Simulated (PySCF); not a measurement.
An unknown is described by computed data only.

Formula: C5H4OSSi.

| Property | Result |
| --- | --- |
| Polarisability | 115.6 au [CAM-B3LYP/def2-SVPD] |
| 13C NMR | chemical shifts (computed TMS as zero) by class: 247.4 (1 C), 244.4 (1 C), 95.3 (1 C), 71.1 (1 C), 41.2 (1 C) ppm [GIAO PBE0/pcSseg-1] |
| Dipole | 1.89 D [CAM-B3LYP/def2-SVPD] |
| NMR, other nuclei | isotropic shieldings of nuclei other than C and H, by class: -629 (1 O), 423 (1 Si), 263 (1 S) ppm [GIAO PBE0/pcSseg-1] |
| UV, strongest line | among the 8 lowest singlet transitions: S5 at 5.28 eV (235 nm, f = 0.160) [TDDFT CAM-B3LYP/def2-SVPD] |
| Rotational structure | rotational constants A, B, C: 2.271, 0.771, 0.590 GHz [GFN2-xTB] |
| Triplet | lowest triplet excitation (Tamm–Dancoff): 2.23 eV [TDA CAM-B3LYP/def2-SVPD] |

The electronic properties come from PySCF, for the isolated species, density fitting. Levels stand in brackets. Geometry: GFN2-xTB, one conformer, isolated molecule. Each NMR value is the plain mean over a class of atoms that symmetry, rotation or inversion makes alike.

**Question.** Propose a structure and show how it fits.

**Answer.** Numbering: `[CH:1]#[C:2][C:3](=[C:4]=[S:5])[SiH2:6][CH:7]=[O:8]`. Its formula, C5H4OSSi, gives 5 degrees of unsaturation: 0 rings and 5 π bonds in the structure found. 5 carbons fall into 5 classes; from least to most shielded: central carbon of cumulated double bonds [C4] (247.4 ppm), carbonyl carbon [C7] (244.4 ppm), terminal alkyne carbon [C1] (95.3 ppm), alkyne carbon [C2] (71.1 ppm), outer carbon of cumulated double bonds [C3] (41.2 ppm). The other shieldings belong to: -629 ppm, carbonyl oxygen [O8]; 423 ppm, SiH2 silicon [Si6]; 263 ppm, sulfur bonded to C [S5]. The optimised geometry has point group C1 and is an asymmetric top. Structure: `C#CC(=C=S)[SiH2]C=O`. Computed isomers that give other values at the same levels: `O=CC#CC#C[SiH2]S` (13C chemical shifts (computed TMS as zero) by class: 180.8 (1 C), 101.2 (1 C), 98.4 (1 C), 87.8 (1 C), 77.5 (1 C) ppm). The assignments are read from this structure; whether some other isomer fits the data as well wasn't checked.

Conformer computed: `[CH:1]#[C:2][C:3](=[C:4]=[S:5])[SiH2:6][CH:7]=[O:8]`: C2–C3–Si6–C7 -26°, C3–Si6–C7–O8 -171°.
